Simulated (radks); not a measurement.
Results of a calculation; reference values are marked as such.
Species: the iridium ion Ir4+. Configuration: [Xe] 4f14 5d5.

Level of theory: scalar-relativistic Kohn-Sham, LDA (Slater exchange, Perdew-Wang correlation), spin-polarised, spherical densities, finite nucleus; open shells are filled with parallel spins first (spin-orbit coupling, left out, can overturn this in heavy ions); Fermi nuclear charge, rms radius 5.4032 fm (a radial shooting solver on a logarithmic mesh with Libxc functionals).

Energy parts (eV):
total: -484647.11
kinetic: 538440.94
electron-nucleus: -1199194.58
Hartree: 185212.49
exchange-correlation: -9105.96

Orbitals (lengths in bohr, moments of r in powers of bohr; <r^-3> diverges for s and p1/2; r(max) is where P^2 peaks):
orbital	occ.	eigenvalue (eV)	<r^-3>	<r^2>	r(max)
1s up	1	-76085.70	-	0.0004202	0.01083
1s down	1	-76085.70	-	0.0004202	0.01083
2s up	1	-13351.69	-	0.006426	0.06235
2s down	1	-13351.32	-	0.006426	0.06235
2p up	3	-11614.08	23020	0.005366	0.05139
2p down	3	-11613.78	23020	0.005366	0.05139
3s up	1	-3158.761	-	0.04156	0.1758
3s down	1	-3158.580	-	0.04156	0.1758
3p up	3	-2650.437	5212	0.04248	0.1746
3p down	3	-2650.245	5212	0.04248	0.1746
3d up	5	-2088.835	657.3	0.03518	0.1420
3d down	5	-2088.557	657.3	0.03518	0.1421
4s up	1	-710.4666	-	0.2026	0.3974
4s down	1	-710.0875	-	0.2026	0.3974
4p up	3	-543.6003	1240	0.2311	0.4176
4p down	3	-543.2181	1240	0.2310	0.4176
4d up	5	-338.3456	135.4	0.2652	0.4262
4d down	5	-337.8882	135.5	0.2647	0.4263
4f up	7	-110.0536	25.00	0.3511	0.3943
4f down	7	-109.3592	25.16	0.3460	0.3941
5s up	1	-146.0858	-	1.063	0.8901
5s down	1	-143.4010	-	1.050	0.8861
5p up	3	-102.4355	204.7	1.407	1.000
5p down	3	-99.1869	209.5	1.391	0.9939
5d up	5	-52.1978	13.98	2.496	1.254
5d down	0	-48.5080	14.08	2.540	1.245
6s up	0	-43.4905	-	5.514	2.068
6s down	0	-40.8290	-	5.812	2.099
6p up	0	-32.8977	38.10	7.664	2.436
6p down	0	-30.9829	33.72	8.220	2.500

The highest occupied level is 5d up at -52.198 eV. For comparison, the ionisation energy in NIST's Atomic Spectra Database is 57 eV (theoretical). In exact Kohn-Sham theory the highest level is minus the ionisation energy, but local and semilocal functionals leave it too shallow, through self-interaction and a potential that decays too fast; potentials with the right tail come closer.
